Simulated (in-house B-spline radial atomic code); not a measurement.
Whole-atom quantities along the 17-electron series, configuration [Ne] 3s2 3p5. Breit and QED terms are first order and not part of the total energy; the density at the nucleus is averaged over the nuclear charge. Computed with a radial B-spline atomic code at the basis-set limit: Dirac-Hartree-Fock, average of the configuration, finite nuclei.

| ion | Z | E/Z² (Eh) | Σ<r²> (bohr²) | n(0)/Z³ (bohr⁻³) | Lamb diamagnetic shielding (ppm) | repulsion over attraction | Breit energy (eV) | self-energy (eV) | vacuum polarisation (eV) | Dirac less non-relativistic energy (Eh) |
| --- | --- | --- | --- | --- | --- | --- | --- | --- | --- | --- |
| Cl | 17 | -1.5949 | 27.576 | 0.72587 | 1149.27 | 0.15978 | 2.9452 | 2.0757 | -0.14019 | -1.4563 |
| Ar+ | 18 | -1.6301 | 20.12 | 0.73806 | 1236.47 | 0.15456 | 3.5946 | 2.5438 | -0.17661 | -1.867 |
| K2+ | 19 | -1.6627 | 15.596 | 0.75082 | 1323.54 | 0.14925 | 4.3365 | 3.082 | -0.21975 | -2.3611 |
| Ca3+ | 20 | -1.6932 | 12.551 | 0.76374 | 1410.64 | 0.14402 | 5.1774 | 3.6958 | -0.27036 | -2.9495 |
| Sc4+ | 21 | -1.7215 | 10.37 | 0.77687 | 1497.82 | 0.13897 | 6.1237 | 4.3911 | -0.32929 | -3.6438 |
| Ti5+ | 22 | -1.748 | 8.7387 | 0.79052 | 1585.15 | 0.13415 | 7.1817 | 5.1737 | -0.39742 | -4.4563 |
| V6+ | 23 | -1.7728 | 7.4799 | 0.80486 | 1672.66 | 0.12955 | 8.3579 | 6.0497 | -0.47567 | -5.4002 |

(1) With what power of Z does the column «Σ<r²> (bohr²)» change over this range?

Results:

(1) A fit of the logarithm of its size against log Z from Z = 17 to 23 has slope -4.27. Unscreened non-relativistic hydrogenic orbitals would give -2.
